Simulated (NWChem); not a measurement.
System: C4H2Cl2; SMILES C#CC=C(Cl)Cl

```xyz
8

C     -0.3869     3.1704     0.0000
C     -0.6577     1.9870     0.0000
C     -1.0187     0.6192     0.0000
C     -0.1385    -0.4013     0.0000
Cl    -0.6633    -2.0368     0.0000
Cl     1.5588    -0.1781     0.0000
H     -0.1370     4.2155     0.0000
H     -2.0820     0.3611     0.0000
```
Atoms are numbered in this order, from 1.

Level: PBE0/def2-SVP (NWChem), optimised geometry, unscaled harmonic frequencies. 

Task: List the harmonic frequencies with IR intensities, and the thermochemistry.

Result: 
```json
[
 {"frequency (cm⁻¹)": "122", "IR intensity (km/mol)": "0.5"},
 {"frequency (cm⁻¹)": "141", "IR intensity (km/mol)": "0.4"},
 {"frequency (cm⁻¹)": "294", "IR intensity (km/mol)": "0.0"},
 {"frequency (cm⁻¹)": "325", "IR intensity (km/mol)": "4.3"},
 {"frequency (cm⁻¹)": "439", "IR intensity (km/mol)": "1.2"},
 {"frequency (cm⁻¹)": "477", "IR intensity (km/mol)": "7.0"},
 {"frequency (cm⁻¹)": "518", "IR intensity (km/mol)": "9.8"},
 {"frequency (cm⁻¹)": "672", "IR intensity (km/mol)": "39.5"},
 {"frequency (cm⁻¹)": "686", "IR intensity (km/mol)": "22.3"},
 {"frequency (cm⁻¹)": "714", "IR intensity (km/mol)": "43.8"},
 {"frequency (cm⁻¹)": "838", "IR intensity (km/mol)": "14.8"},
 {"frequency (cm⁻¹)": "957", "IR intensity (km/mol)": "141.0"},
 {"frequency (cm⁻¹)": "1059", "IR intensity (km/mol)": "15.9"},
 {"frequency (cm⁻¹)": "1271", "IR intensity (km/mol)": "18.8"},
 {"frequency (cm⁻¹)": "1677", "IR intensity (km/mol)": "61.3"},
 {"frequency (cm⁻¹)": "2234", "IR intensity (km/mol)": "1.6"},
 {"frequency (cm⁻¹)": "3204", "IR intensity (km/mol)": "8.2"},
 {"frequency (cm⁻¹)": "3488", "IR intensity (km/mol)": "98.5"}
]
```

```json
{
  "zero_point_energy": "27.3 kcal/mol",
  "thermal correction to the enthalpy at 298.15 K (with zero-point energy)": "31.8 kcal/mol",
  "heat capacity Cv": "21.1 cal/(mol K)",
  "entropy at 298.15 K and 1 atm (symmetry number 1)": "80.6 cal/(mol K)",
  "dipole_moment": "0.77 D"
}
```

Rigid rotor and harmonic oscillator.
